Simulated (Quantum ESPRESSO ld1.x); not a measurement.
The osmium ion Os3+, configuration [Xe] 4f14 5d5. Calculated with ld1.x of Quantum ESPRESSO 7.5: Dirac Kohn-Sham, PW91, spin-unpolarised, spherical densities, point nucleus; open shells fill j = l - 1/2 first.

Normalised radial functions P(r) = r R(r) (large component), r in bohr:

```
   r/bohr * 5s1/2, o 5p1/2, + 4f5/2 (the largest magnitude, 1.35, reaches the edge; | marks zero, & curves that meet)
 0.001175                             & *
 0.001554                             & *
 0.002073                             & *
 0.002765                             &  *
 0.003688                             +o *
 0.004919                             +o  *
 0.006508                             +o  *
  0.00868                             + o *
  0.01158                             +  &
  0.01544                             + * o
  0.02059                             &    o
  0.02747                           * +    o
  0.03634                        *    +     o
  0.04847                       *     |+  o
  0.06465                        *    |&
  0.08623                          o  |* +
    0.115                      o      |     +*
   0.1522                      o      |        *+
    0.203                            o|  *             +
   0.2707                     *       |       o              +
   0.3611                *            |           o              +
   0.4816                          *  |   o                     +
   0.6372                  o          |            *        +
   0.8498        o                    |              +       *
    1.133        o                    |       +            *
    1.512                o            |  +       *
    2.016                       o     |+  *
    2.668                           o +*
    3.558                             &
    4.746                             &
```

5s1/2: eigenvalue -121.65 eV, 4 radial nodes at r = 0.0210, 0.0841, 0.218, 0.510 bohr, <r> = 1.00 bohr, 90 % of the charge inside 1.44 bohr. 5p1/2: eigenvalue -89.911 eV, 3 radial nodes at r = 0.0708, 0.210, 0.520 bohr, <r> = 1.09 bohr, 90 % of the charge inside 1.59 bohr. 4f5/2: eigenvalue -83.837 eV, 0 radial nodes, <r> = 0.552 bohr, 90 % of the charge inside 0.901 bohr.
